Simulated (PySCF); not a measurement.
C5H3Br, SMILES C#CC=C=CBr.

Coordinates come from a TPSSh-D3(BJ)/def2-SVP optimisation. The structure was generated by enumeration, and PubChem lists no compound with its InChIKey, so it may never have been made.

All values below come from PySCF with PBE0/def2-TZVP.

Gas-phase values at a fixed geometry.

The total energy is -2765.88495 hartree and the highest occupied level is -7.41 eV. The lowest empty level is -1.85 eV. The orbital gap is 5.56 eV and the dipole moment is 1.32 D. The quadrupole, principal values (traceless, Buckingham form, about the centre of nuclear charge) is -3.42, -1.87, 5.29 D·Å, the mean static polarisability is 86.9 bohr³ (12.88 Å³) and the polarisability, principal values is 53.0, 60.8, 146.9 bohr³.
